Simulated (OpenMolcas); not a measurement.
# Yb3+: effect of the metal basis and ligand basis

Yb3+ with 6 ligands (bromide) in octahedral coordination (Oh) at 2.78 Å. A charge of +0.5 e stands 2.4 Å behind each ligand.

```yaml
Program: OpenMolcas 26.06
Method: "SS-CASPT2, IPEA 0.25 Eh, imaginary shift 0.1 Eh (closed shells correlated: 5s 5p and the ligand valence shells)"
Spin-orbit_coupling: RASSI with atomic mean-field integrals over the reference wave functions
```

Fixed: active space 13 electrons in 7 orbitals (4f), DKH2 Hamiltonian.

States (labels of O, the rotations of Oh). Energies in cm-1 above the lowest state or level, χT in cm3 K/mol; under a threefold ground state the first gap can be a small split of the lowest multiplet, not the spin-orbit step.

```json
{"Run": "A", "Metal basis": "ANO-RCC-VDZP", "Ligand basis": "ANO-RCC-VDZP", "Ground state": "2T1", "First state of that spin": "2T2 270", "First gap with spin-orbit (degeneracies)": "170 (2, 4)", "Width of lowest J": "373", "χT at 300 K": "2.469", "Cost": "roughly 70 core-seconds"}
{"Run": "B", "Metal basis": "ANO-RCC-VTZP", "Ligand basis": "ANO-RCC-VTZP", "Ground state": "2T1", "First state of that spin": "2T2 290", "First gap with spin-orbit (degeneracies)": "180 (2, 4)", "Width of lowest J": "391", "χT at 300 K": "2.459", "Cost": "roughly 7 core-minutes"}
```

Against A, the width of the lowest J multiplet changes by +4.8 % in B.

Costs are those of the CASPT2 steps.

Roots that are degenerate in the reference are averaged as groups; the widest CASPT2 spread within a group is 21 cm-1 (the 3-fold group of multiplicity 2 near 0 cm-1 above the lowest state of its run, B). Shifts and gaps below about the spread of the groups concerned are not significant. Over all roots computed the reference weight is 0.67 in A, 0.62 in B; a low but even weight reflects the number of correlated electrons. Splittings of an f shell from a small cluster at a set distance can be off by tens of per cent, mostly too small. No measured value stands beside these numbers; the geometry was imposed, not optimised, and the real ion may take another.
